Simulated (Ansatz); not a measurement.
`CN(C)c1ccc(/C=C/c2ccc(/C=C/c3ccc(/C=C/C#N)cc3)cc2)cc1`. Charge 0, multiplicity 3. Geometry PBE-D4/def2-SVP, that of the neutral singlet; atoms count from 1.

```xyz
53

C     9.116   -3.221    0.648
N     7.978   -4.110    0.530
C     8.178   -5.545    0.525
C     6.703   -3.592    0.416
C     6.472   -2.183    0.414
C     5.186   -1.665    0.306
C     4.044   -2.500    0.191
C     2.682   -2.001    0.085
C     2.277   -0.697    0.052
C     0.908   -0.212   -0.033
C    -0.231   -1.059   -0.068
C    -1.518   -0.534   -0.136
C    -1.756    0.867   -0.176
C    -3.125    1.354   -0.233
C    -3.536    2.656   -0.284
C    -4.910    3.133   -0.328
C    -6.043    2.273   -0.296
C    -7.337    2.777   -0.336
C    -7.583    4.175   -0.412
C    -8.917    4.753   -0.456
C   -10.106    4.079   -0.438
C   -11.365    4.737   -0.487
N   -12.417    5.262   -0.527
C    -6.457    5.034   -0.443
C    -5.158    4.528   -0.401
C    -0.618    1.715   -0.147
C     0.668    1.190   -0.078
C     4.283   -3.897    0.187
C     5.564   -4.437    0.293
H    10.041   -3.820    0.737
H     9.047   -2.568    1.547
H     9.226   -2.557   -0.239
H     7.636   -6.045    1.358
H     7.837   -6.015   -0.425
H     9.254   -5.766    0.644
H     7.314   -1.485    0.503
H     5.063   -0.571    0.315
H     1.912   -2.790    0.029
H     3.044    0.095    0.096
H    -0.102   -2.151   -0.035
H    -2.382   -1.218   -0.158
H    -3.892    0.560   -0.231
H    -2.772    3.451   -0.293
H    -5.899    1.184   -0.233
H    -8.183    2.073   -0.307
H    -8.958    5.854   -0.511
H   -10.141    2.978   -0.388
H    -6.617    6.122   -0.502
H    -4.302    5.220   -0.427
H    -0.748    2.807   -0.175
H     1.532    1.873   -0.054
H     3.425   -4.581    0.098
H     5.679   -5.528    0.284
```

Single mean-field runs in def2-TZVP are fitted with def2-universal-jkfit. At PBE0-D4/def2-TZVP a singlet of charge 0 lies 1.81 eV below the triplet at the same geometry.

Problem. Estimate the Mulliken populations of the heavy atoms from the PBE0/def2-TZVP orbitals of Ansatz.

Solution. 
```tsv
atom	charge (e)	spin (α − β)
C1	-0.35	-0.01
N2	0.00	0.07
C3	-0.35	-0.01
C4	0.24	0.09
C5	-0.24	-0.04
C6	-0.22	0.09
C7	0.26	-0.04
C8	-0.17	0.32
C9	-0.20	-0.04
C10	0.30	0.25
C11	-0.23	0.03
C12	-0.20	0.05
C13	0.31	0.14
C14	-0.20	0.16
C15	-0.19	0.35
C16	0.29	-0.03
C17	-0.23	0.14
C18	-0.20	-0.08
C19	0.30	0.22
C20	-0.24	-0.11
C21	0.01	0.23
C22	-0.23	-0.06
N23	-0.05	0.11
C24	-0.21	-0.07
C25	-0.20	0.15
C26	-0.24	0.15
C27	-0.20	-0.05
C28	-0.22	0.09
C29	-0.25	-0.04
```
Mulliken values depend strongly on the basis.

Problem. Where does the spin sit?

Solution. Summed by element: C 1.88, N 0.18, H -0.06, of 2 unpaired in all. Largest on single atoms: C15 0.35, C8 0.32, C10 0.25.

Problem. And the Mayer bond orders between heavy atoms (over 0.3)?

Solution. C1–N2 0.97 (1.45 Å); N2–C3 0.97 (1.45 Å); N2–C4 1.26 (1.38 Å); C4–C5 1.24 (1.43 Å); C4–C29 1.26 (1.42 Å); C5–C6 1.57 (1.39 Å); C6–C7 1.27 (1.42 Å); C7–C8 1.11 (1.45 Å); C7–C28 1.27 (1.42 Å); C8–C9 1.51 (1.37 Å); C9–C10 1.20 (1.45 Å); C10–C11 1.17 (1.42 Å); C10–C27 1.17 (1.42 Å); C11–C12 1.62 (1.39 Å); C12–C13 1.15 (1.42 Å); C13–C14 1.27 (1.45 Å); C13–C26 1.16 (1.42 Å); C14–C15 1.37 (1.37 Å); C15–C16 1.21 (1.46 Å); C16–C17 1.20 (1.42 Å); C16–C25 1.21 (1.42 Å); C17–C18 1.59 (1.39 Å); C18–C19 1.22 (1.42 Å); C19–C20 1.09 (1.45 Å); C19–C24 1.23 (1.42 Å); C20–C21 1.63 (1.37 Å); C21–C22 1.06 (1.42 Å); C22–N23 3.01 (1.18 Å); C24–C25 1.53 (1.39 Å); C26–C27 1.60 (1.39 Å); C28–C29 1.55 (1.39 Å).
